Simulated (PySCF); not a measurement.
## Orbital energies and ionisation energy

Species: C2H5ClOSi.
Structure used (PBE0-D3(BJ)/def2-SVP), in Å, numbered top down from 1:
```
atom  x, y, z in Å
C1     0.2220    2.2638    1.7487
C2     0.7214    2.1242    0.5200
O3     2.0057    1.8359    0.1990
Si4    3.1766    1.1642    1.1735
Cl5    3.8113    2.5025    2.6074
H6     0.8384    2.1826    2.6477
H7    -0.8374    2.4915    1.8717
H8     0.1020    2.2450   -0.3747
H9     2.6248   -0.0233    1.8755
H10    4.3146    0.8626    0.2774
```

Level: PBE0/def2-SVPD (PySCF). Frontier orbitals with their largest atomic shares (Löwdin; up to four atoms above 4 %):

| orbital | ε (eV) | main atoms |
| --- | --- | --- |
| HOMO−3 | -10.11 | Cl5 40 %, O3 28 %, Si4 10 %, C2 8 % |
| HOMO−2 | -9.39 | Cl5 64 %, O3 16 %, Si4 6 %, C2 5 % |
| HOMO−1 | -9.11 | Cl5 54 %, Si4 17 %, H9 12 %, H10 9 % |
| HOMO | -7.30 | ? |
| LUMO | -0.05 | Si4 22 %, Cl5 17 %, C2 16 %, C1 14 % |
| LUMO+1 | 0.36 | Si4 37 %, Cl5 16 %, H10 12 %, O3 11 % |
| LUMO+2 | 0.44 | Si4 21 %, C2 15 %, Cl5 13 %, C1 13 % |

Q: What vertical ionisation energy does ΔSCF give, and how far is −ε(HOMO) from it?

A: ΔSCF: 9.48 eV (914 kJ/mol; threshold wavelength 131 nm); ⟨S²⟩ of the doublet left behind is 0.757, against 0.75 for a pure doublet. −ε(HOMO) is 7.30 eV, 2.18 eV below it. For the exact functional −ε(HOMO) would equal the first vertical ionisation energy; PBE0 (global hybrid, 25 % exact exchange) falls short of its own ΔSCF value by 23 %. Holes in the HOMO−1 and HOMO−2 were tried too where these lie within 1.2 eV of the HOMO; the lowest converged state counts.

Q: On which atoms does the HOMO lie?

A: C1 (terminal =CH2 carbon) 39 %, C2 (vinylic carbon bearing oxygen) 28 %, O3 (silyl ether oxygen) 21 %, so no atom holds as much as 40 %. The HOMO−1 lies 1.81 eV lower.

Q: Shift the occupied levels rigidly so that −ε(HOMO) equals the ΔSCF value. What binding energies result?

A: The shift is +2.18 eV: HOMO 9.48, HOMO−1 11.29, HOMO−2 11.57, HOMO−3 12.29 eV. A rigid shift is only a rough guide to the deeper ionisations.

Q: With α = 66.9 au, estimate the like-pair dispersion coefficient by London's formula C6 = (3/4)α²I.

A: I = 0.3483 Eh, so C6 ≈ 1170 au, a rough estimate.

Isolated species at its PBE0-D3(BJ)/def2-SVP geometry (one conformer only).
